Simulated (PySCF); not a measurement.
Method: PBE-D3(BJ)/def2-TZVP // r2SCAN-D4/def2-SVP in PySCF. Isolated molecules, 0 K electronic values unless said otherwise. One relaxed conformer stands for a flexible species; it need not be the lowest. 

Reference species: [Mo(Cl)(OH)5] (neutral, multiplicity 1).

| Quantity | Value |
|---|---|
| coordination number | 6 |
| LUMO | -4.28 eV |

Changed species: [Mo(Cl)2(OH)4] (4 of 6 Cl replaced by OH; the reference has 5 of 6 Cl replaced by OH).

Q: Predict the effect on the coordination number and LUMO.

A: the coordination number stays essentially unchanged; the LUMO falls by 0.69 eV, to -4.97 eV.
